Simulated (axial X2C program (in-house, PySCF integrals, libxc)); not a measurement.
**Nuclear properties of NCuO⁺**

Computed with an axial X2C code built on PySCF integrals: two-component X2C with atomic mean-field Coulomb and Gaunt terms, Gaussian nuclei, basis N dyall-av3z, Cu dyall-v3z, O dyall-av3z with contracted cores.

N–Cu–O held linear, with bonds 1.903 and 1.795 Å (near the PBE0 minimum at charge 1 of the determinant lowest at the starting distance; the state shown can have its own minimum elsewhere, held linear; other orders of the atoms were not compared).

Determinant lowest in the PBE0 search, Ω = 5/2 (⟨Sz⟩ = 2.50, ⟨Lz⟩ = 0.00 at PBE0), spin on the atoms N 1.38, Cu 0.24, O 0.89:

| level | Eeff magnitude (GV/cm) | Ws magnitude Cu (kHz) | A∥/gI N (MHz) | qzz N (a.u.) | A∥/gI Cu (MHz) | qzz Cu (a.u.) | A∥/gI O (MHz) | qzz O (a.u.) |
| --- | --- | --- | --- | --- | --- | --- | --- | --- |
| PBE0 | 0.881 | 0.138 | 19.3 | 0.22 | 219 | -0.55 | -66.8 | -2.44 |
| HF | 0.718 | 0.111 | 49.7 | 0.17 | 99.7 | -1.63 | -43.5 | -3.04 |
| TPSSh | 0.878 | 0.137 | 24.4 | 0.19 | 257 | -0.42 | -68.7 | -2.32 |

Determinant 0.65 eV from it at PBE0 and this distance, Ω = 7/2 (⟨Sz⟩ = 2.50, ⟨Lz⟩ = 1.00 at PBE0), spin on the atoms N 1.37, Cu 0.35, O 0.78:

```
level  Eeff magnitude (GV/cm)  Ws magnitude N (kHz)  Ws magnitude Cu (kHz)  Ws magnitude O (kHz)  A∥/gI N (MHz)  qzz N (a.u.)  A∥/gI Cu (MHz)  qzz Cu (a.u.)  A∥/gI O (MHz)  qzz O (a.u.)
 PBE0                  0.0201               0.00291                0.00279               0.00197           13.8          0.25             302           0.81            133          1.23
   HF                   0.047                 0.003                0.00415              0.000565           32.9          0.17             174           0.52            147          1.20
TPSSh                  0.0435               0.00298               9.68e-06               0.00222           20.5          0.28             335           0.88            126          1.28
```

Eeff is the effective electric field on the electron electric dipole moment in this Ω state and Ws the scalar–pseudoscalar constant of the nucleus named (defined with the proton number Z and per Ω); A∥ (defined per Ω) follows by multiplying with gI = μI/(I μN); qzz is the electric field gradient, eQq0 = 234.96 MHz × Q/barn × qzz. The operators were transformed with the bare-nucleus X2C matrices; with these basis sets, hyperfine constants and field gradients can be off by tens of per cent, and where levels differ in sign neither size nor sign is settled.

**Question.** With Q(14N) = 0.02044 barn, gI(17O) = -0.7575, Q(17O) = -0.02558 barn (g factors from the IAEA table of nuclear moments by Stone; Q from Pyykkö, Mol. Phys. 2018), turn the PBE0 values of the first state into constants in MHz.

**Answer.** eQq0(14N) = 234.96 × (0.02044) × (0.22) = 1.06 MHz; A∥(17O) = -66.8 × -0.7575 = 50.6 MHz; eQq0(17O) = 234.96 × (-0.02558) × (-2.44) = 14.7 MHz.

The molecule was held linear; bending was not examined, so a bent shape may lie lower.

Each state is one determinant with collinear spin, which with several unpaired electrons need not be a pure state. Unrestricted Hartree–Fock can overshoot spin polarisation at the nuclei. This is the top spin component of a Σ state; components of lower Ω are not single determinants and can lie lower. With several open shells hyperfine constants can be off by a factor of several. Where Eeff spreads by more than a factor of two the levels disagree and none is to be relied on. The search compared states at one distance, so a state with another bond length can lie lower. Where a field gradient or hyperfine factor spreads by more than a factor of two over the levels, a constant derived from it is not to be relied on. PBE0 term energies can be off by some tenths of an eV.
